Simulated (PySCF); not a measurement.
Fill in the blanks.

Species: (Me)3Si-O-SiH3, C3H12OSi2.
Geometry (PBE0-D3(BJ)/def2-SVP, Å), atoms numbered from 1 in this order:
```
atom  x, y, z in Å
Si1    0.3974    0.0443   -0.2349
C2     1.7643   -1.0564   -0.8772
C3     0.9002    0.8904    1.3618
C4    -0.1119    1.3101   -1.5177
O5    -0.9171   -0.9492    0.0755
Si6   -2.3184   -1.0470    0.9413
H7     1.4392   -1.5944   -1.7811
H8     2.6615   -0.4700   -1.1318
H9     2.0502   -1.8052   -0.1223
H10    1.7765    1.5410    1.2111
H11    0.0829    1.5171    1.7538
H12    1.1610    0.1501    2.1347
H13   -0.9451    1.9304   -1.1515
H14   -0.4405    0.8169   -2.4459
H15    0.7249    1.9826   -1.7680
H16   -3.2894   -1.9076    0.2052
H17   -2.0659   -1.6445    2.2886
H18   -2.9261    0.3085    1.1361
```

```tsv
property	level	value
point group	PBE0-D3(BJ)/def2-SVP	?
rotational constants A, B, C	PBE0-D3(BJ)/def2-SVP	?
dipole moment	CAM-B3LYP/def2-SVPD	1.09 D
HOMO energy	CAM-B3LYP/def2-SVPD	?
LUMO energy	CAM-B3LYP/def2-SVPD	0.92 eV
lowest singlet excitation	TDDFT CAM-B3LYP/def2-SVPD	?
strongest line among the 10 lowest singlet transitions	TDDFT CAM-B3LYP/def2-SVPD	S5 at 8.43 eV (147 nm, f = 0.121)
lowest triplet excitation (Tamm–Dancoff)	TDA CAM-B3LYP/def2-SVPD	7.05 eV
static isotropic polarisability	CAM-B3LYP/def2-SVPD	91.3 au
electronic spatial extent ⟨r²⟩ about the centre of nuclear charge	CAM-B3LYP/def2-SVPD	?
13C chemical shifts (computed TMS as zero) by class	GIAO KT2/pcSseg-1	?
1H chemical shifts (computed TMS as zero) by class	GIAO KT2/pcSseg-1	5.13 (H16/H17/H18), 0.13 (H7/H8/H9/H10/H11/H12/H13/H14/H15) ppm
isotropic shieldings of nuclei other than C and H, by class	GIAO KT2/pcSseg-1	?
core binding energies	ΔSCF SCAN, pcX-2 on the ionised atom, pcseg-1 elsewhere, spin-free X2C, 2p3/2 from a spin–orbit splitting computed afterwards within the 2p shell	Si2p3/2 106.6 (Si1), Si2p3/2 107.3 (Si6), C1s 289.9 (C2/C3/C4), O1s 537.4 (O5), Si1s 1846.6 (Si1), Si1s 1847.2 (Si6) eV
```

Electronic properties: PySCF, gas phase, density fitting. Geometry: PBE0-D3(BJ)/def2-SVP; no solvent or vibrations. NMR classes are plain means over equivalent atoms (diastereotopic ones count apart unless rotation or inversion swaps them), as if these changed places fast; in this geometry the members of some classes differ.

(1) What are the rotational constants A, B, C?

(2) What are the 13C chemical shifts (computed TMS as zero) by class?

(3) The HOMO energy?

(4) The electronic spatial extent ⟨r²⟩ about the centre of nuclear charge?

(5) The point group?

(6) Give the lowest singlet excitation.

(7) The isotropic shieldings of nuclei other than C and H, by class?

Answers

(1) 3.031, 1.307, 1.305 GHz.

(2) 1.2 (C2/C3/C4) ppm.

(3) -9.47 eV.

(4) 1144 bohr².

(5) C1.

(6) 7.36 eV (169 nm, f = 0.008).

(7) 295 (O5), 337 (Si1), 403 (Si6) ppm.

The vertical singlet–triplet gap S1 − T1 is 0.31 eV (TDDFT singlet less Tamm–Dancoff triplet; S1: HOMO→LUMO, weight 0.70; T1: HOMO→LUMO, weight 0.54). With B = h/(8π²I), that is 505.379 GHz u Å² over I, the principal moments of inertia are 166.8, 386.7 and 387.3 u Å² (most abundant isotopes); the inertial defect Ic − Ia − Ib is -166.2 u Å² (zero for a rigid planar frame, negative otherwise). The largest Löwdin shares of the HOMO are 0.26 on O5, 0.21 on C4, 0.12 on Si1 and 0.08 on Si6.
